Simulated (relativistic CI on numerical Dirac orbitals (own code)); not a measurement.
**Co²⁺ in a cubic cluster: L2,3 absorption with charge transfer**

Computed with a charge-transfer multiplet model of a cubic metal-ligand cluster with up to 3 ligand holes, Slater and spin-orbit integrals from Dirac-Coulomb-Breit ions, Slater integrals scaled by 0.8. The ground state mixes d7 with configurations of k ligand holes L, whose averages lie at kΔ + k(k − 1)U_dd/2; a core hole lowers each added d electron by U_cd. 300 K, Lorentzian 0.4 eV and Gaussian 0.3 eV FWHM.

Atomic integrals in eV (Slater integrals scaled, ζ unscaled), ground: F2dd 9.233, F4dd 5.731, zeta_d 0.063; with the core hole: F2dd 9.869, F4dd 6.132, zeta_d 0.084, zeta_core 9.670, F2cd 5.831, G1cd 4.368, G3cd 2.482.

Cluster parameters (eV): Δ = 3.6, U_cd = 7.1, 10Dq = 0.35, 10Dq(ligand) = 1.2, V(eg) = 2.35, V(t2g) = -1.2, final-state hopping factor = 0.9.

```csv
Case,n_d,d7,d8L,d9L2,d10L3,S
U_dd = 5 eV,7.29,0.73,0.26,0.02,0.00,1.50
U_dd = 5.7 eV,7.28,0.73,0.26,0.01,0.00,1.50
U_dd = 6.4 eV,7.28,0.73,0.25,0.01,0.00,1.50
U_dd = 7.1 eV,7.28,0.74,0.25,0.01,0.00,1.50
U_dd = 8.5 eV,7.27,0.74,0.25,0.01,0.00,1.50
```

Weights, n_d and S are thermal averages at 300 K. Photon energies count from the first peak over 30 % of the highest in each spectrum, which can be another peak from case to case. The parameters are a model scan and need not match a compound or its usual spin state. Peaks in eV (height, largest 100):
- U_dd = 5 eV: 0.0 (55), 1.5 (100), 2.5 (91), 4.9 (7), 5.8 (6), 6.8 (7), 16.4 (24), 16.9 (23), 17.4 (25)
- U_dd = 5.7 eV: 0.0 (54), 1.6 (100), 2.6 (95), 16.4 (25), 16.9 (26), 17.4 (26)
- U_dd = 6.4 eV: 0.0 (53), 1.6 (100), 2.6 (99), 16.4 (27), 16.9 (30)
- U_dd = 7.1 eV: 0.0 (51), 1.2 (95), 1.7 (100), 2.7 (98), 16.4 (27), 17.0 (32), 18.4 (8)
- U_dd = 8.5 eV: 0.0 (48), 1.1 (96), 1.7 (100), 2.6 (96), 16.4 (28), 17.0 (34), 18.5 (7)

Curve for U_dd = 5.7 eV (points under 2 left out, the grid thinned):

| E (eV) | Intensity |
| --- | --- |
| -1.8 | 2.1 |
| -1.5 | 2.7 |
| -1.2 | 3.7 |
| -0.8 | 6.6 |
| -0.5 | 13.8 |
| -0.2 | 39.1 |
| 0.1 | 50.8 |
| 0.4 | 34.1 |
| 0.8 | 68.3 |
| 1.1 | 87.2 |
| 1.4 | 95.3 |
| 1.7 | 95.9 |
| 2.0 | 64.3 |
| 2.4 | 84.1 |
| 2.7 | 83.9 |
| 3.0 | 42.7 |
| 3.3 | 30.1 |
| 3.6 | 22.3 |
| 4.0 | 14.2 |
| 4.3 | 12.2 |
| 4.6 | 8.3 |
| 4.9 | 6.3 |
| 5.2 | 5.0 |
| 5.6 | 4.4 |
| 5.9 | 3.4 |
| 6.2 | 3.6 |
| 6.5 | 3.7 |
| 6.9 | 4.2 |
| 7.2 | 4.5 |
| 7.5 | 3.8 |
| 7.8 | 2.5 |
| 15.1 | 2.7 |
| 15.5 | 5.1 |
| 15.8 | 6.9 |
| 16.1 | 16.7 |
| 16.4 | 25.5 |
| 16.7 | 24.4 |
| 17.1 | 24.6 |
| 17.4 | 25.8 |
| 17.7 | 18.8 |
| 18.0 | 11.5 |
| 18.3 | 9.7 |
| 18.7 | 5.5 |
| 19.0 | 2.8 |
| 19.3 | 2.1 |

For the case U_dd = 6.4 eV, Δ = 3.6 eV is smaller than U_dd = 6.4 eV, the charge-transfer side of the Zaanen-Sawatzky-Allen scheme. With the core hole the configuration with one ligand hole lies at Δ + U_dd − U_cd = 1.5, 2.2, 2.9, 3.6, 5.0 eV from the one without, in the order of the table; where this is negative the screened configuration lies lower, though the effective hopping of about 2.9 eV (from the holes of the mixed ground state) mixes the two strongly wherever it is as large as the gap.
